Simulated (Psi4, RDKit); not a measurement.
Conformational energy of SMILES CC(C)(C)C[SiH2]S (C5H14SSi). Scanned: dihedral C5–Si6–S7–H21; all other coordinates were relaxed at GFN2-xTB. Points at φ and −φ are mirror images. Heavy atoms are numbered in the order of the SMILES CC(C)(C)C[SiH2]S, hydrogens after them in the order of the atoms that carry them; the mirror image has the same energies with the sign of each dihedral reversed.

Levels: PBE-D3(BJ)/def2-SVP // GFN2-xTB (Psi4); UFF // GFN2-xTB (RDKit); MMFF94 // GFN2-xTB (RDKit).

Energies in kcal/mol, each method relative to its own lowest point.

```
φ / °  PBE-D3(BJ)/def2-SVP   UFF  MMFF94
-----  -------------------  ----  ------
-160                  0.31  0.36    0.17
-140                  0.70  0.73    0.51
-120                  0.89  0.90    0.72
-100                  0.64  0.61    0.62
-80                   0.17  0.20    0.49
-60                   0.00  0.00    0.49
-40                   0.33  0.16    0.71
-20                   0.92  0.51    1.03
0                     1.24  0.70    1.17
20                    0.92  0.51    1.03
40                    0.33  0.16    0.71
60                    0.00  0.00    0.49
80                    0.17  0.20    0.49
100                   0.64  0.61    0.62
120                   0.89  0.90    0.72
140                   0.70  0.73    0.51
160                   0.31  0.36    0.17
180                   0.15  0.17    0.00
```

MMFF94 has few fitted parameters for silicon.
